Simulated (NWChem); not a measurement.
System: SiH2Cl2; SMILES Cl[SiH2]Cl

Input file for NWChem:

```
start job
memory heap 200 mb stack 900 mb global 1100 mb
geometry units angstroms noautoz
  Si     0.000000     0.000000    -0.757262
  Cl    -1.683953     0.000000     0.422027
  Cl     1.683953     0.000000     0.422027
  H      0.000000     1.233028    -1.581913
  H      0.000000    -1.233028    -1.581913
end
basis spherical
  * library 3-21g
end
dft
  xc xcamb88 1.00 lyp 0.81 vwn_5 0.19 hfexch 1.00
  cam 0.33 cam_alpha 0.19 cam_beta 0.46
  iterations 150
  vectors input atomic output neutral.movecs
end
task dft energy
charge 1
dft
  odft
  mult 2
  vectors input atomic output cation.movecs
end
task dft energy
```

Parts of the log:

```
             Northwest Computational Chemistry Package (NWChem) 7.3.0
             --------------------------------------------------------

 C2V symmetry detected

                             Geometry "geometry" -> ""
                             -------------------------

 Output coordinates in angstroms (scale by  1.889725989 to convert to a.u.)

  No.       Tag          Charge          X              Y              Z
 ---- ---------------- ---------- -------------- -------------- --------------
    1 Si                  14.0000     0.00000000     0.00000000    -0.76893048
    2 Cl                  17.0000    -1.68395300     0.00000000     0.41035852
    3 Cl                  17.0000     1.68395300     0.00000000     0.41035852
    4 H                    1.0000     0.00000000     1.23302800    -1.59358148
    5 H                    1.0000     0.00000000    -1.23302800    -1.59358148

 Effective nuclear repulsion energy (a.u.)     190.5726719261

      Symmetry information
      --------------------

 Group name             C2v
 Group number             16
 Group order               4
 No. of unique centers     3

                                 NWChem DFT Module
                                 -----------------

 Summary of "ao basis" -> "ao basis" (spherical)
 ------------------------------------------------------------------------------
       Tag                 Description            Shells   Functions and Types
 ---------------- ------------------------------  ------  ---------------------
 Si                          3-21g                   7       13   4s3p
 Cl                          3-21g                   7       13   4s3p
 H                           3-21g                   2        2   2s

      Symmetry analysis of basis
      --------------------------

        a1         19
        a2          3
        b1         13
        b2          8

            General Information
            -------------------
          SCF calculation type: DFT
          Wavefunction type:  closed shell.
          No. of atoms     :     5
          No. of electrons :    50
           Alpha electrons :    25
            Beta electrons :    25
          Charge           :     0
          Spin multiplicity:     1
          Use of symmetry is: on ; symmetry adaption is: on
          Maximum number of iterations: 150
          AO basis - number of functions:    43
                     number of shells:    25
          Convergence on energy requested:  1.00D-06
          Convergence on density requested:  1.00D-05
          Convergence on gradient requested:  5.00D-04

              XC Information
              --------------
                     Hartree-Fock (Exact) Exchange  1.000
                   CAM-Becke88 Exchange Functional  1.000
                      VWN V Correlation Functional  0.190 local
              Lee-Yang-Parr Correlation Functional  0.810

           Range-Separation Parameters
           ---------------------------
           Alpha           :  0.19
           Beta            :  0.46
           Gamma           :  0.33
           Short-Range HF  :     F

             Grid Information
             ----------------
          Grid used for XC integration:  medium
          Radial quadrature: Mura-Knowles
          Angular quadrature: Lebedev.
          Tag              B.-S. Rad. Rad. Pts. Rad. Cut. Ang. Pts.
          ---              ---------- --------- --------- ---------
          Si                  1.10       88           7.0       590
          Cl                  1.00       88           9.0       590
          H                   0.35       45           8.0       434
          Grid pruning is: on
          Number of quadrature shells:   221
          Spatial weights used:  Erf1

      Superposition of Atomic Density Guess
      -------------------------------------

 Sum of atomic energies:       -1202.89412682

      Non-variational initial energy
      ------------------------------

 Total energy =   -1203.568386
 1-e energy   =   -2045.301404
 2-e energy   =     651.160346
 HOMO         =      -0.366119
 LUMO         =       0.080079

      Symmetry analysis of molecular orbitals - initial
      -------------------------------------------------

  Numbering of irreducible representations:

     1 a1          2 a2          3 b1          4 b2

  Orbital symmetries:

     1 a1          2 b1          3 a1          4 a1          5 b1
     6 b1          7 a1          8 b1          9 b2         10 a2
    11 a1         12 a1         13 b2         14 b1         15 a1
    16 a1         17 b1         18 a1         19 b1         20 a1
    21 b2         22 a2         23 b1         24 a1         25 b2
    26 a1         27 b1         28 a1         29 b2         30 a1
    31 b2         32 a1         33 b1         34 b1         35 a1

   convergence    iter        energy       DeltaE   RMS-Dens  Diis-err
 ---------------- ----- ----------------- --------- --------- ---------
 d= 0,ls=0.0,diis     1  -1205.1333470374 -1.40D+03  2.31D-02  4.53D-01
 d= 0,ls=0.0,diis     2  -1205.1780018499 -4.47D-02  9.59D-03  9.94D-02
 d= 0,ls=0.0,diis     3  -1205.1938080076 -1.58D-02  2.15D-03  8.93D-03
 d= 0,ls=0.0,diis     4  -1205.1950809078 -1.27D-03  2.99D-04  1.51D-04
 d= 0,ls=0.0,diis     5  -1205.1951033031 -2.24D-05  5.21D-05  1.37D-06
 d= 0,ls=0.0,diis     6  -1205.1951037720 -4.69D-07  1.17D-05  4.32D-08
 d= 0,ls=0.0,diis     7  -1205.1951037872 -1.52D-08  1.79D-06  4.77D-10

         Total DFT energy =    -1205.195103787209
      One electron energy =    -2045.355461745840
           Coulomb energy =      727.677607320731
    Exchange-Corr. energy =      -78.089921288188
 Nuclear repulsion energy =      190.572671926087

 Numeric. integr. density =       49.999993723084

                  Occupations of the irreducible representations
                  ----------------------------------------------

[...]
```

Level: CAM-B3LYP/3-21G, vertical spin-unrestricted ions. Coordinates come from a PBE0/def2-SVP optimisation.
